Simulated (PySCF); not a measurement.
**Bi²⁺: interval between two levels**

Bi²⁺ [Xe] 4f14 5d10 6s2 6p1 [2P3/2, M_J = 3/2] → Bi²⁺ [Xe] 4f14 5d10 6s1 6p2 [4P5/2, M_J = 5/2], as a difference of total energies. Computed with PySCF 2.14 in x2c-TZVPall-2c, with the two-component X2C-1e Hamiltonian. Correlated levels: [Kr] 4d10 4f14 frozen; the 24 highest virtual spinors dropped. "Screened" scales the spin-orbit matrix elements by Boettger's factors to mimic the two-electron term; Breit and QED terms are absent.

```csv
method,interval between two levels (cm⁻¹)
GHF (screened spin-orbit),58524
GMP2 (screened spin-orbit),71193
```

The labels give the starting determinants; with spin-orbit coupling the two ends relaxed to ⟨J²⟩ = 3.76, ⟨L²⟩ = 2.21, ⟨S²⟩ = 0.96 and ⟨J²⟩ = 8.76, ⟨L²⟩ = 2.81, ⟨S²⟩ = 3.52.
